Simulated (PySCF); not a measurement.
Compound: C6H5FO (charge +1 and doublet state).
Cartesian coordinates in Å at the GFN2-xTB level; atoms count from 1:
```
atom  x, y, z in Å
O1     2.3573   -0.4096   -0.5280
C2     1.1130   -0.1797   -0.2436
C3     0.6462    1.0169    0.3386
C4    -0.6988    1.1415    0.5921
F5    -1.1660    2.2435    1.1341
C6    -1.6235    0.1070    0.2852
C7    -1.1617   -1.0763   -0.2898
C8     0.1767   -1.2342   -0.5554
H9     2.9869    0.3052   -0.3162
H10    1.3220    1.8245    0.5838
H11   -2.6711    0.2628    0.5058
H12   -1.8599   -1.8659   -0.5246
H13    0.5745   -2.1351   -0.9998
```

The hyperfine couplings belong to this conformer and change with its torsions.

Identity: `OC1=CC(F)=C[CH][CH+]1` [radical] (charge +1).

Level of theory: PySCF, UKS B3LYP, pcH-1 on C F H O, non-relativistic, mean-field spin-orbit, GIAO. The structure is a single GFN2-xTB conformer in the gas phase; no vibrational or solvent corrections. Couplings are sensitive to structure, and on GFN2-xTB geometries they can be far from those on DFT ones, by a factor of two or more for some ions and for spin on atoms past the first row. No stability test was run, so a lower SCF solution isn't excluded.

Problem. Where do the isotropic ENDOR lines of C6, C7, C8, C4, F5, H11, H13, H9 and H12 fall at 339.1 mT, to first order?

Solution. ν± = |νn ± a/2|, one line for each electron-spin manifold; νn = |g_N| × 7.62259 MHz/T × B.

| nuclei | isotope | g_N | νn (MHz) | a_iso (MHz) | lower line (MHz) | upper line (MHz) |
| --- | --- | --- | --- | --- | --- | --- |
| C6 | 13C | 1.4048 | 3.63 | 34.90 | 13.82 | 21.08 |
| C7 | 13C | 1.4048 | 3.63 | -28.28 | 10.51 | 17.77 |
| C8 | 13C | 1.4048 | 3.63 | 23.31 | 8.02 | 15.29 |
| C4 | 13C | 1.4048 | 3.63 | -10.02 | 1.38 | 8.64 |
| F5 | 19F | 5.2577 | 13.59 | 20.42 | 3.38 | 23.80 |
| H11 | 1H | 5.5857 | 14.44 | -30.41 | 0.77 | 29.64 |
| H13 | 1H | 5.5857 | 14.44 | -23.43 | 2.72 | 26.16 |
| H9 | 1H | 5.5857 | 14.44 | -14.61 | 7.13 | 21.74 |
| H12 | 1H | 5.5857 | 14.44 | 6.55 | 11.16 | 17.71 |

The rows for 13C, of low natural abundance, apply to labelled samples.

Problem. Which pairs are centred on the nuclear Larmor frequency, and which on half the coupling?

Solution. Centred on νn, since |a| < 2νn: F5, H13, H9 and H12. Centred on |a|/2 and split by 2νn: C6, C7, C8, C4 and H11.

Problem. At what field would the lower line of H9 fall to zero frequency?

Solution. Where νn = |a|/2, that is B = 7.31 MHz/(5.5857 × 7.62259 MHz/T) = 172 mT, as far as first order holds there.

Couplings of abundant isotopes left out: H10 (-2.1 MHz).

The SMILES draws the unpaired electron on C7; the largest computed Mulliken spin population is on C6 (0.46 against -0.16).
